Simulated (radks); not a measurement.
Polarisabilities and homonuclear dispersion coefficients (atomic units). All-electron calculation, non-relativistic Kohn-Sham, LDA (Slater exchange, VWN5 correlation), spin-polarised, spherical densities, point nucleus. Program: a radial shooting solver on a logarithmic mesh with Libxc functionals. Response by self-consistent Sternheimer equations with the Hartree and adiabatic LDA kernel. "Uncoupled" leaves out the induced potential. Quadrupole and octupole values are given only where no p, d or f shell is open. The Sternheimer factor gamma scales a distant field gradient at the nucleus by 1 - gamma.

| species | configuration | alpha1 (bohr^3) | alpha1, uncoupled | alpha2 (bohr^5) | alpha3 (bohr^7) | C6 | C8 | Sternheimer gamma | recommended alpha1 |
|---|---|---|---|---|---|---|---|---|---|
| Pd | [Kr] 4d10 | 28.36 | 45.26 | 458.6 | 4965 | 203.2 | 8780 | -20.8 | 26.14 +/- 0.1 |
| Ag+ | [Kr] 4d10 | 10.12 | 15.60 | 62.38 | 416.7 | 59.99 | 1339 | -26.6 | - |
| Cd2+ | [Kr] 4d10 | 5.372 | 8.085 | 20.18 | 97.88 | 27.10 | 416.5 | -24.0 | - |
| In3+ | [Kr] 4d10 | 3.369 | 5.007 | 9.006 | 34.13 | 14.73 | 174.1 | -21.4 | - |
| Sn4+ | [Kr] 4d10 | 2.323 | 3.430 | 4.780 | 14.79 | 8.915 | 85.83 | -19.3 | - |
| Sb5+ | [Kr] 4d10 | 1.703 | 2.506 | 2.829 | 7.356 | 5.797 | 47.08 | -17.5 | - |
| Te6+ | [Kr] 4d10 | 1.303 | 1.913 | 1.804 | 4.028 | 3.968 | 27.82 | -16.0 | - |
| I7+ | [Kr] 4d10 | 1.029 | 1.509 | 1.214 | 2.367 | 2.823 | 17.38 | -14.7 | - |
| Xe8+ | [Kr] 4d10 | 0.8326 | 1.219 | 0.8521 | 1.468 | 2.071 | 11.33 | -13.6 | - |

Recommended values: Schwerdtfeger and Nagle, table of static dipole polarisabilities (2023 update), measured or computed.

Beside tabulated values, note that relativity, absent from the non-relativistic runs, is large for the heavy elements.
